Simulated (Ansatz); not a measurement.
Consider the ligand exchange at a Ge–Se bond: `[Cl][GeH2][SeH]` + CH₃OH → `C[O][GeH2][Cl]` + H₂Se.

Isolated molecules relaxed with PBE0-D4/def2-TZVP in Ansatz; ΔE leaves out vibrations. CCSD(T)/CBS is the MP2 limit (def2-TZVPP, def2-QZVPP) plus CCSD(T) − MP2 in def2-TZVPP, frozen cores. This one scheme is used for every species. DFT in def2-TZVPP. B3LYP here is the variant with VWN-RPA as its local correlation; programs differ in this. HSE06 is defined as in plane-wave codes. For Ge, Se outer-core shells are correlated without core-valence functions, which leaves a few kJ/mol of doubt a bond. Scalar relativity is left out up to krypton. One conformer a species, not always the lowest.

```csv
level,ΔE (kcal/mol),difference from CCSD(T)/CBS
LDA (SPW92),6.9,0.3
PBE-D4,8.2,1.6
revPBE-D4,7.8,1.2
BLYP-D4,6.3,-0.3
r2SCAN-D4,6.5,-0.1
B97M-V,4.7,-1.9
PBE0-D4,8.6,2.0
B3LYP-D4,6.7,0.1
r2SCANh-D4,6.9,0.3
r2SCAN0-D4,7.4,0.8
HSE06-D4,8.7,2.1
BHLYP-D4,6.9,0.3
CAM-B3LYP-D4,5.2,-1.4
ωB97X-V,5.7,-0.9
B2PLYP,6.0,-0.6
PBE,8.2,1.6
revPBE,8.5,1.9
BLYP,6.3,-0.3
r2SCAN,6.6,0.0
PBE0,8.6,2.0
B3LYP,6.6,0.0
r2SCANh,6.9,0.3
r2SCAN0,7.4,0.8
HSE06,8.6,2.0
BHLYP,6.3,-0.3
CAM-B3LYP,5.1,-1.5
RPA@PBE/def2-TZVPP,4.6,-2.0
HF/def2-SVP,4.9,-1.7
MP2/def2-SVP,3.5,-3.1
CCSD/def2-SVP,3.3,-3.3
CCSD(T)/def2-SVP,3.0,-3.6
HF/def2-TZVPP,5.4,-1.2
MP2/def2-TZVPP,6.1,-0.5
SCS-MP2/def2-TZVPP,5.2,-1.4
CCSD(T)/def2-TZVPP,5.4,-1.2
HF/def2-QZVPP,5.1,-1.5
MP2/def2-QZVPP,6.7,0.1
SCS-MP2/def2-QZVPP,5.7,-0.9
HF/CBS(def2),5.1,-1.5
MP2/CBS(def2),7.3,0.7
CCSD(T)/CBS,6.6,0
```

Largest T1 diagnostic among the species: 0.011.

At CCSD(T), def2-SVP lies −3.6 kcal/mol from the extrapolated value and def2-TZVPP −1.2 kcal/mol. From r2SCAN to r2SCAN0 (25 % exact exchange), in def2-TZVPP and without D4, ΔE moves by +0.8 kcal/mol. Leaving LDA and LC-ωPBE aside and taking each functional with its dispersion term where it has one, the values spread over 4.0 kcal/mol, from B97M-V to HSE06-D4. LDA lies −1.3 kcal/mol from PBE without D4.
